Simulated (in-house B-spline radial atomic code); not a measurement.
Response and correlation along the 46-electron series, closed shell [Kr] 4d10; the second-order energy is extrapolated in partial waves. Computed with an all-electron radial atomic-structure program (B-spline basis): relativistic RPA and second-order many-body perturbation theory on Dirac-Hartree-Fock.

```json
{"ion": "Ba10+", "Z": "56", "dipole polarisability (bohr³)": "0.57799", "quadrupole polarisability (bohr⁵)": "0.45806", "ratio of RPA to uncoupled dipole": "0.85874", "second order correlation energy (Eh)": "-2.7513", "C6 of two such ions (Eh bohr⁶)": "1.2093"}
{"ion": "La11+", "Z": "57", "dipole polarisability (bohr³)": "0.49053", "quadrupole polarisability (bohr⁵)": "0.34795", "ratio of RPA to uncoupled dipole": "0.85631", "second order correlation energy (Eh)": "-2.7653", "C6 of two such ions (Eh bohr⁶)": "0.94419"}
{"ion": "Ce12+", "Z": "58", "dipole polarisability (bohr³)": "0.42066", "quadrupole polarisability (bohr⁵)": "0.26898", "ratio of RPA to uncoupled dipole": "0.85436", "second order correlation energy (Eh)": "-2.7792", "C6 of two such ions (Eh bohr⁶)": "0.74773"}
{"ion": "Pr13+", "Z": "59", "dipole polarisability (bohr³)": "?", "quadrupole polarisability (bohr⁵)": "?", "ratio of RPA to uncoupled dipole": "?", "second order correlation energy (Eh)": "?", "C6 of two such ions (Eh bohr⁶)": "?"}
{"ion": "Nd14+", "Z": "60", "dipole polarisability (bohr³)": "0.31745", "quadrupole polarisability (bohr⁵)": "0.16784", "ratio of RPA to uncoupled dipole": "0.85155", "second order correlation energy (Eh)": "-2.8063", "C6 of two such ions (Eh bohr⁶)": "0.48591"}
{"ion": "Pm15+", "Z": "61", "dipole polarisability (bohr³)": "0.27878", "quadrupole polarisability (bohr⁵)": "0.13499", "ratio of RPA to uncoupled dipole": "0.85057", "second order correlation energy (Eh)": "-2.8195", "C6 of two such ions (Eh bohr⁶)": "0.39769"}
{"ion": "Sm16+", "Z": "62", "dipole polarisability (bohr³)": "0.24632", "quadrupole polarisability (bohr⁵)": "0.10968", "ratio of RPA to uncoupled dipole": "0.84981", "second order correlation energy (Eh)": "-2.8325", "C6 of two such ions (Eh bohr⁶)": "0.32832"}
{"ion": "Eu17+", "Z": "63", "dipole polarisability (bohr³)": "0.21885", "quadrupole polarisability (bohr⁵)": "0.089938", "ratio of RPA to uncoupled dipole": "0.84924", "second order correlation energy (Eh)": "-2.8453", "C6 of two such ions (Eh bohr⁶)": "0.27319"}
{"ion": "Gd18+", "Z": "64", "dipole polarisability (bohr³)": "?", "quadrupole polarisability (bohr⁵)": "?", "ratio of RPA to uncoupled dipole": "?", "second order correlation energy (Eh)": "?", "C6 of two such ions (Eh bohr⁶)": "?"}
{"ion": "Tb19+", "Z": "65", "dipole polarisability (bohr³)": "0.17526", "quadrupole polarisability (bohr⁵)": "0.061929", "ratio of RPA to uncoupled dipole": "0.84856", "second order correlation energy (Eh)": "-2.8702", "C6 of two such ions (Eh bohr⁶)": "0.19311"}
{"ion": "Dy20+", "Z": "66", "dipole polarisability (bohr³)": "0.15784", "quadrupole polarisability (bohr⁵)": "0.05193", "ratio of RPA to uncoupled dipole": "0.84841", "second order correlation energy (Eh)": "-2.8824", "C6 of two such ions (Eh bohr⁶)": "0.16386"}
{"ion": "Ho21+", "Z": "67", "dipole polarisability (bohr³)": "?", "quadrupole polarisability (bohr⁵)": "?", "ratio of RPA to uncoupled dipole": "?", "second order correlation energy (Eh)": "?", "C6 of two such ions (Eh bohr⁶)": "?"}
{"ion": "Er22+", "Z": "68", "dipole polarisability (bohr³)": "0.12943", "quadrupole polarisability (bohr⁵)": "0.037181", "ratio of RPA to uncoupled dipole": "0.84841", "second order correlation energy (Eh)": "-2.9061", "C6 of two such ions (Eh bohr⁶)": "0.1199"}
{"ion": "Tm23+", "Z": "69", "dipole polarisability (bohr³)": "0.11779", "quadrupole polarisability (bohr⁵)": "0.031717", "ratio of RPA to uncoupled dipole": "0.84854", "second order correlation energy (Eh)": "-2.9177", "C6 of two such ions (Eh bohr⁶)": "0.10331"}
{"ion": "Yb24+", "Z": "70", "dipole polarisability (bohr³)": "0.1075", "quadrupole polarisability (bohr⁵)": "0.027188", "ratio of RPA to uncoupled dipole": "0.84874", "second order correlation energy (Eh)": "-2.9291", "C6 of two such ions (Eh bohr⁶)": "0.089414"}
{"ion": "Lu25+", "Z": "71", "dipole polarisability (bohr³)": "0.098392", "quadrupole polarisability (bohr⁵)": "0.023411", "ratio of RPA to uncoupled dipole": "0.84899", "second order correlation energy (Eh)": "-2.9404", "C6 of two such ions (Eh bohr⁶)": "0.077703"}
{"ion": "Hf26+", "Z": "72", "dipole polarisability (bohr³)": "0.090282", "quadrupole polarisability (bohr⁵)": "0.020245", "ratio of RPA to uncoupled dipole": "0.84931", "second order correlation energy (Eh)": "-2.9515", "C6 of two such ions (Eh bohr⁶)": "0.067787"}
```

Q: Fill in the row of Pr13+.

A: dipole polarisability (bohr³): 0.364; quadrupole polarisability (bohr⁵): 0.21109; ratio of RPA to uncoupled dipole: 0.85279; second order correlation energy (Eh): -2.7928; C6 of two such ions (Eh bohr⁶): 0.5995.

Q: Fill in the row of Gd18+.

A: dipole polarisability (bohr³): 0.19541; quadrupole polarisability (bohr⁵): 0.074354; ratio of RPA to uncoupled dipole: 0.84883; second order correlation energy (Eh): -2.8579; C6 of two such ions (Eh bohr⁶): 0.22894.

Q: Fill in the row of Ho21+.

A: dipole polarisability (bohr³): 0.14268; quadrupole polarisability (bohr⁵): 0.043816; ratio of RPA to uncoupled dipole: 0.84837; second order correlation energy (Eh): -2.8943; C6 of two such ions (Eh bohr⁶): 0.13981.

Q: How fast does the dipole polarisability fall along the series?

A: From 0.578 to 0.09028 bohr³; a fit of its logarithm against log Z from Z = 56 to 72 has slope -7.30.
